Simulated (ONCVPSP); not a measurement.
# What one change does to a pseudopotential (Gd (Z = 64), ONCV)

* Element: gadolinium (Gd)
* Generator: ONCVPSP 4.0.1
* Type: optimised norm-conserving Vanderbilt (ONCV)
* Functional: PBE
* Relativity: fully relativistic
* Frozen core: [Kr] 4d10 5s2
* Valence charge: 16
* Reference configuration: 4f7 5p6 5d1 6s2
* Partial waves: 6s: rc 3.50 bohr, ncon 3, nbas 7, qcut 1.5 1/bohr, 2 projectors, debl 3.8 Ha; 5p: rc 2.45 bohr, ncon 3, nbas 7, qcut 6.1 1/bohr, 2 projectors, debl 0.8 Ha; 5d: rc 2.85 bohr, ncon 4, nbas 9, qcut 5.2 1/bohr, 1 projector; 4f: rc 0.95 bohr, ncon 3, nbas 8, qcut 16.3 1/bohr, 2 projectors, debl 2.7 Ha
* Local potential: polynomial inside 0.75 bohr (lpopt 5, dvloc0 2 Ha)
* Core correction: none

Open shells are filled in proportion to 2j + 1.

In the p channel the program set the typed energies aside and used -0.955, 0.250 Ha (j = l + 1/2; the other j can differ).

Change: f: qcut 20.5.

Cutoffs: the cutoffs (Ha) at which the residual kinetic energy of the hardest occupied pseudo-wave falls to 1 and 0.1 mHa per electron; they do not see the model core or the augmentation charge, which bear on the density cutoff. Errors are all-electron minus pseudo energies relative to the spin-unpolarised reference configuration.

Task: What does the change do?

Result: The potential gets harder (117 Ha and 130 Ha → 154 Ha and 172 Ha); both files keep a bound ghost (p, s); the errors of the 3 common tests hardly move. The waves are optimised to have the least kinetic energy above qcut, so the cutoff follows it (qcut²/2 in Ha).

```csv
quantity,base,changed
"cutoff, loose",117 Ha,154 Ha
"cutoff, tight",130 Ha,172 Ha
loose cutoff by channel,"s 2.9 Ha, p 8.1 Ha, d 8.2 Ha, f 117 Ha","s 2.9 Ha, p 8.1 Ha, d 8.2 Ha, f 154 Ha"
bound ghosts,"s, p3/2, p1/2","s, p3/2, p1/2"
GHOST(+) flags under 300 eV,"d5/2 at 1.5 eV, d3/2 at 7.6 eV, s at 111.3 eV","d5/2 at 1.5 eV, d3/2 at 7.6 eV, s at 111.3 eV"
"tests counted as reliable (solved cleanly; for ONCVPSP, near-neutral configurations with less than one 5d electron left out)",3 of 4,3 of 4
"error for 4f7 5p6 5d1 6s1, meV [ΔE 6.65 eV]",-12,-12
"error for 4f7 5p6 5d1 6s0, meV [ΔE 18.75 eV]",-16,-16
"error for 4f7 5p6 5d1 6s0 6p1, meV [ΔE 10.20 eV]",-25,-25
s: phases at 3.56 bohr within 0.05 rad from the reference energy up to (Ha; the scan ends near 5),n/a,n/a
p3/2: phases at 2.48 bohr within 0.05 rad from the reference energy up to (Ha; the scan ends near 5),4.7,4.7
p1/2: phases at 2.48 bohr within 0.05 rad from the reference energy up to (Ha; the scan ends near 5),4.5,4.5
d5/2: phases at 2.89 bohr within 0.05 rad from the reference energy up to (Ha; the scan ends near 5),0.0,0.0
d3/2: phases at 2.89 bohr within 0.05 rad from the reference energy up to (Ha; the scan ends near 5),0.2,0.2
f7/2: phases at 0.97 bohr within 0.05 rad from the reference energy up to (Ha; the scan ends near 5),to the end of the scan,to the end of the scan
f5/2: phases at 0.97 bohr within 0.05 rad from the reference energy up to (Ha; the scan ends near 5),to the end of the scan,to the end of the scan
```

Base: Tests not counted: 4f7 5p6 5d0 6s0 (no result). These tests converged, but a pseudo level misses the all-electron one widely, so the file describes the atom poorly there or has found another state: 4f7 5p6 5d1 6s0 6p1: empty 6s by 5.1 eV. Changed file: Tests not counted: 4f7 5p6 5d0 6s0 (no result). These tests converged, but a pseudo level misses the all-electron one widely, so the file describes the atom poorly there or has found another state: 4f7 5p6 5d1 6s0 6p1: empty 6s by 5.1 eV. A true bound ghost makes a file unfit for plane-wave use even where its test errors are small: the radial tests pick states by their node count and pass the ghost by.
